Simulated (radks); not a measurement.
Results of a calculation; reference values are marked as such.
Question: Radial electron density D(r) = 4 pi r^2 rho(r) of an atom or ion with 53 electrons. Level of theory: scalar-relativistic Kohn-Sham, PBE, spin-unpolarised, spherical densities, finite nucleus; Fermi nuclear charge, rms radius of each element as measured or else 0.836 A^(1/3) + 0.57 fm (a radial shooting solver on a logarithmic mesh with Libxc functionals).

r (bohr),D(r) (e/bohr)
0.003003,11.99
0.004005,18.34
0.005342,27.06
0.007124,38.10
0.009502,50.44
0.01267,61.66
0.0169,68.24
0.02255,67.71
0.03007,62.25
0.04011,60.36
0.05349,70.12
0.07135,85.55
0.09516,87.04
0.1269,70.71
0.1693,63.62
0.2258,73.91
0.3011,64.79
0.4016,34.35
0.5357,24.49
0.7145,28.28
0.9529,19.55
1.271,8.813
1.695,5.086
2.261,3.530
3.016,1.702
4.022,0.4928
5.364,0.08236
7.155,0.006811

What is the nuclear charge?

Answer: Z = 53. The innermost maximum, from 1s, lies near gamma/Z bohr with gamma = sqrt(1 - (Z/c)^2) = 0.922, here 0.0174 bohr (found: 0.0191), and its height grows with Z. The density is that of neutral iodine in [Kr] 4d10 5s2 5p5; the configuration itself is not fixed sharply by these data, and Z only to a few units. D(r) has 4 maxima, at r = 0.0191, 0.0844, 0.243, 0.698 bohr, and minima at 0.0370, 0.159, 0.511 bohr, inside which lie 1.98, 11.13, 28.98 electrons.
